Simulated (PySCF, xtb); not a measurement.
In(H)(F)(vinyl) (C2H4FIn), SMILES C=[CH][InH][F]. One conformer was computed; it need not be the lowest.

Harmonic wavenumbers (cm⁻¹) from GFN2-xTB (xtb) at its own minimum, in rising order: 64, 66, 213, 295, 342, 407, 422, 445, 897, 945, 994, 1147, 1378, 1435, 1649, 2969, 3019, 3061.

Task: What does PySCF 2.14.0 with B3LYP-D3(BJ)/def2-SVP give at its own minimum? (Estimate from the structure and the level; the computed values follow.)

Result: 68, 94, 257, 361, 453, 477, 529, 590, 990, 993, 1042, 1243, 1415, 1645, 1803, 3099, 3146, 3186. Paired by order, the mean absolute difference is 91 cm⁻¹ and the zero-point energies are 28.2 and 30.6 kcal/mol.
